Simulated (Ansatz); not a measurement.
Molecule: BiBr₂, charge 1, multiplicity 1. 
Structure (B3LYP-D3(BJ)/def2-TZVP (Ansatz, a first-principles code) minimum search):
```xyz
3

Bi     0.0209     0.0100     0.7326
Br     0.8653    -1.7400    -0.8705
Br    -0.9148     1.7163    -0.8668
```
Charge +1, spin multiplicity 1.

Basis-set convergence of Hartree-Fock and CCSD correlation energies (hartree) with Ansatz. Valence correlation only, unless marked. No spin-orbit coupling. Frozen are the shells of the preceding noble gas and the d and f shells that filled before the atom's block. Past Kr the def2 sets carry scalar-relativistic core potentials.

```json
[
 {"basis": "def2-SVP", "functions": "90", "E(HF)": "-5357.55417", "E(corr, CCSD)": "-0.33327"},
 {"basis": "def2-TZVPP", "functions": "146", "E(HF)": "___", "E(corr, CCSD)": "___"}
]
```

### Question
What belongs in the gaps?

### Answer

- def2-TZVPP, E(HF): -5358.20212
- def2-TZVPP, E(corr, CCSD): -0.43543
